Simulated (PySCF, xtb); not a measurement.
CH₂NO, SMILES N[C]=O, multiplicity 2. One conformer was computed; it need not be the lowest.

Harmonic wavenumbers (cm⁻¹) from GFN2-xTB run with xtb at its own minimum, in rising order: 406, 475, 567, 1028, 1260, 1445, 1876, 3166, 3503.

Task: What does PySCF with PBE-D3(BJ)/def2-TZVP give at its own minimum? (The exact figures need the calculation; the answer reports its results.)

Result: 277, 510, 624, 1066, 1200, 1551, 1812, 3360, 3612. Paired by order, the mean absolute difference is 88 cm⁻¹ and the zero-point energies are 19.6 and 20.0 kcal/mol.
